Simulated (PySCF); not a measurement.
MBe anions for M along group 14

PBE with double-zeta basis sets in PySCF, for the lowest determinant that a PBE0 search found; no spin–orbit coupling. De refers to high-spin ground-configuration atoms (the charge goes to the atom of lower measured ionisation energy or higher electron affinity, which is not always the lowest computed limit). A positive dipole points towards Be; it is taken about the centre of mass and depends on that origin.

| M | basis | charged atom | state (unpaired electrons) | Re (Å) | ωe (cm⁻¹) | De (eV) | μ (D) |
| --- | --- | --- | --- | --- | --- | --- | --- |
| C | def2-SVPD | C− | quartet (σ ↑, π ↑↑) | 1.701 | 856 | n/a | -1.21 |
| Si | aug-cc-pVDZ/aug-cc-pV(D+d)Z | Si− | quartet (σ ↑, π ↑↑) | 2.180 | 536 | 1.88 | -2.53 |
| Ge | aug-pcseg-1 | Ge− | quartet (σ ↑, π ↑↑) | 2.239 | 463 | 1.72 | -4.09 |
| Sn | aug-cc-pVDZ/aug-cc-pVDZ-PP | Sn− | quartet (σ ↑, π ↑↑) | 2.445 | 398 | 1.50 | -4.71 |
| Pb | aug-cc-pVDZ/aug-cc-pVDZ-PP | Pb− | quartet (σ ↑, π ↑↑) | 2.513 | 365 | 1.42 | -5.32 |

The shortest bond is that of BeC⁻ (1.701 Å), the longest that of BePb⁻ (2.513 Å).

The rows differ in basis set, which adds steps of its own.

Down a group the atoms grow and get heavier, so bonds lengthen and wavenumbers fall; this series shows no clear exception.

These are scalar-relativistic numbers at best; spin–orbit coupling would shift them, the dissociation energy most. For an ion De counts to the pair picked by the measured ionisation energies or electron affinities, which need not be the lowest pair at this level. The highest Kohn–Sham level is positive in some of these anions. Much of that is self-interaction error, but it also means that the finite basis helps to hold the extra electron. States were picked by a PBE0 search and need not be the measured ground states.
